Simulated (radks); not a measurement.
Isoelectronic series with 8 electrons, all held in the configuration [He] 2s2 2p4, which need not be the ground one along the series. Method: non-relativistic Kohn-Sham, LDA (Slater exchange, Perdew-Wang correlation), spin-polarised, spherical densities, point nucleus; open shells are filled with parallel spins first (spin-orbit coupling, left out, can overturn this in heavy ions); computed with a radial shooting solver on a logarithmic mesh with Libxc functionals. Total energies (hartree) and screening constants sigma, defined by e = -(Z - sigma)^2 / (2 n^2) hartree:

ion	E (hartree)	2p down	2p up	2s down	2s up
O	-74.52483	6.524	6.255	5.467	5.294
Si6+	-270.70515	5.855	5.710	5.169	5.051
Cl9+	-416.09216	5.787	5.648	5.120	5.008
Ca12+	-592.98510	5.745	5.610	5.090	4.980
V15+	-801.38020	5.718	5.584	5.069	4.961
Fe18+	-1041.27592	5.698	5.566	5.054	4.947
Cu21+	-1312.67156	5.684	5.552	5.042	4.937
Ge24+	-1615.56682	5.672	5.542	5.033	4.928
Br27+	-1949.96156	5.663	5.533	5.026	4.922
Sr30+	-2315.85572	5.655	5.526	5.020	4.916
Nb33+	-2713.24931	5.649	5.520	5.015	4.911
Ru36+	-3142.14233	5.644	5.515	5.011	4.907
Ag39+	-3602.53482	5.639	5.511	5.007	4.904
Sn42+	-4094.42680	5.635	5.507	5.004	4.901
